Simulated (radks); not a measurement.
Results of a calculation; reference values are marked as such.
The oxygen anion O2-, [Ne], held by a Watson sphere: a shell of charge +2 at radius R that stands for the Madelung well of a crystal (potential energy -2/R inside, -2/r outside, in hartree with lengths in bohr). Level of theory: non-relativistic Kohn-Sham, LDA (Slater exchange, Perdew-Wang correlation), spin-polarised, spherical densities, point nucleus (a radial shooting solver on a logarithmic mesh with Libxc functionals). Response by self-consistent Sternheimer equations with the Hartree and adiabatic LDA kernel. The sphere does not respond.

R (bohr)  e(1s) (eV)  e(2s) (eV)  e(2p) (eV)  <r> 2p (bohr)  sum of <r^2> (bohr^2)  X-ray form factor at sin(theta)/lambda = 0.1 1/angstrom  alpha (bohr^3)
2.62         -503.78     -19.599      -5.944          1.627                  26.08                                                    8.417           26.66
2.95         -503.44     -18.727      -5.134          1.692                  28.43                                                    8.324           36.22
3.21         -503.17     -18.165      -4.589          1.741                  30.33                                                    8.257           45.84
3.26         -503.12     -18.067      -4.492          1.750                  30.70                                                    8.244           47.93
3.31         -503.07     -17.973      -4.399          1.759                  31.08                                                    8.232           50.12
3.71         -502.69     -17.319      -3.733          1.830                  34.18                                                    8.140           71.17
3.96         -502.48     -16.987      -3.384          1.873                  36.23                                                    8.088           88.25
